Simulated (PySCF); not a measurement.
This PySCF input asks for the NMR shieldings of SMILES O=C/C=C/[SiH]1SCCS1, C$_{5}$H$_{8}$OS$_{2}$Si; the geometry comes from GFN2-xTB.

```python
import basis_set_exchange as bse
import numpy as np
from pyscf import gto, dft
from pyscf.prop import nmr

atoms = """
O     4.385466    1.022352   -0.393467
C     3.653499    0.218027    0.121058
C     2.241265    0.029906   -0.220814
C     1.484850   -0.910616    0.349337
Si   -0.331147   -1.210819   -0.026811
S    -1.600100   -0.711423    1.639142
C    -2.308935    0.794609    0.881629
C    -2.577679    0.593334   -0.590909
S    -1.036490    0.192872   -1.486763
H     4.015363   -0.463955    0.917220
H     1.842734    0.692081   -0.978397
H     1.935375   -1.548797    1.100167
H    -0.617439   -2.585778   -0.408840
H    -1.609144    1.614290    1.045705
H    -3.235081    0.995678    1.419225
H    -3.286426   -0.218058   -0.757362
H    -2.963109    1.508328   -1.040194
"""
names = dict.fromkeys(["O", "C", "Si", "S", "H"], "pcSseg-1")
basis = {el: gto.basis.parse(bse.get_basis(n, elements=[el], fmt="nwchem")) for el, n in names.items()}
mol = gto.M(atom=atoms, basis=basis, charge=0, verbose=0)
mf = dft.RKS(mol, xc="PBE0")
mf.grids.level = 2
mf.grids.alignment = dft.numint.BLKSIZE   # the property module wants whole blocks of grid points
mf.conv_tol = 1e-9
mf.kernel()

calc = nmr.RKS(mf)   # GIAO
C = mf.mo_coeff
Co = C[:, mf.mo_occ > 0]
resp = mf.gen_response(singlet=True, hermi=2)
def vind(x):   # induced exchange potential for any number of trial vectors
    d = np.einsum("pi,xij,qj->xpq", C, 2 * x.reshape(-1, C.shape[1], Co.shape[1]), Co, optimize=True)
    return np.einsum("xpq,pi,qj->xij", resp(d - d.transpose(0, 2, 1)), C, Co, optimize=True).ravel()
mo1, _ = nmr.rhf.solve_mo1(calc, with_cphf=vind)
sigma = calc.kernel(mo1)
for i, s in enumerate(sigma):   # ppm
    w = np.linalg.eigvalsh((s + s.T) / 2)
    print("%2d %-2s iso %8.1f  s11 %8.1f  s22 %8.1f  s33 %8.1f" % (i, mol.atom_pure_symbol(i), w.mean(), *w))
```

Task: What are the results?

Result: 
```
 0 O  iso   -391.4  s11  -1088.2  s22   -432.9  s33    346.9
 1 C  iso    -10.5  s11    -95.4  s22    -14.9  s33     78.9
 2 C  iso     33.4  s11    -76.9  s22     35.6  s33    141.5
 3 C  iso     30.7  s11    -83.7  s22      3.7  s33    172.1
 4 Si iso    330.5  s11    279.0  s22    337.0  s33    375.6
 5 S  iso    616.0  s11    465.9  s22    576.0  s33    806.1
 6 C  iso    145.8  s11    113.5  s22    154.9  s33    169.1
 7 C  iso    144.3  s11    108.8  s22    154.6  s33    169.4
 8 S  iso    638.2  s11    490.2  s22    567.6  s33    857.0
 9 H  iso     21.9  s11     20.4  s22     21.0  s33     24.4
10 H  iso     24.9  s11     20.4  s22     22.3  s33     32.1
11 H  iso     24.7  s11     21.6  s22     24.8  s33     27.6
12 H  iso     25.8  s11     22.2  s22     22.4  s33     32.7
13 H  iso     29.0  s11     23.7  s22     26.5  s33     36.7
14 H  iso     28.6  s11     21.7  s22     26.7  s33     37.5
15 H  iso     28.9  s11     23.1  s22     26.6  s33     37.1
16 H  iso     28.5  s11     21.6  s22     26.6  s33     37.5
```

These numbers come from an equivalent density-fitted implementation of the same equations, which agrees with the script to about 0.01 ppm for H and up to a few tenths of a ppm for heavy atoms, so last digits may differ.

Task: Turn these shieldings into chemical shifts. Referencing at the same level of theory: H2O for ¹⁷O (σref 336.08); ¹³C (σref 186.93), ²⁹Si (σref 349.16), ¹H (σref 31.72) vs TMS; ³³S (σref 503.73) against CS2.

Result: Averaging equivalent atoms: O 0: 727.5; C 1: 197.4; C 3: 156.2; C 2: 153.5; C 6/7: 41.9; Si 4: 18.6; S 5/8: -123; H 9: 9.80; H 11: 7.04; H 10: 6.79; H 12: 5.95; H 13/16: 2.96; H 14/15: 2.95 ppm. Unscaled 17O shifts of doubly bonded oxygen tend to come out too high, by tens of ppm or more. Experimental scales use liquid or dissolved standards, which lie at an offset from isolated H2O (liquid H2O: subtract about 36 ppm).

Size and cost of the density-fitted run: 214 basis functions, 91 s wall time on 1 thread of an Arm Neoverse V1, shared host; peak memory 0.95 GiB.
